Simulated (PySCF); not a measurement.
Working out the ionisation energy of As

As [Ar] 3d10 4s2 4p3 (4S) → As⁺ [Ar] 3d10 4s2 4p2 (3P). Computed with PySCF 2.14 in aug-cc-pVDZ-PP with ECP10MDF (5s4p3d, 32 functions), with scalar relativity through the core potential. Frozen: 3s2 3p6 3d10. Energies in hartree (1 hartree = 27.21139 eV):

```json
{"part": "UHF", "As (lower)": "-331.198045", "As⁺ (upper)": "-330.851462"}
{"part": "CCSD correlation", "As (lower)": "-0.071830", "As⁺ (upper)": "-0.059431"}
{"part": "(T)", "As (lower)": "-0.001101", "As⁺ (upper)": "-0.000716"}
```

Question: What does Hartree-Fock give?

Answer: (-330.851462) − (-331.198045) = 0.346583 hartree = 9.431 eV.

Question: What do CCSD and CCSD(T) give?

Answer: The CCSD correlation energies differ by 0.012399 hartree = 0.337 eV and the triples by 0.000385 hartree = 0.010 eV, so CCSD gives 9.768 eV and CCSD(T) 9.778 eV.

Measured between the centres of the two terms (NIST): 10.008 eV, so CCSD(T) (valence) is off by -0.230 eV.

A double-zeta basis recovers only part of the correlation energy.

What remains against the reference includes basis incompleteness, the frozen core and higher excitations.
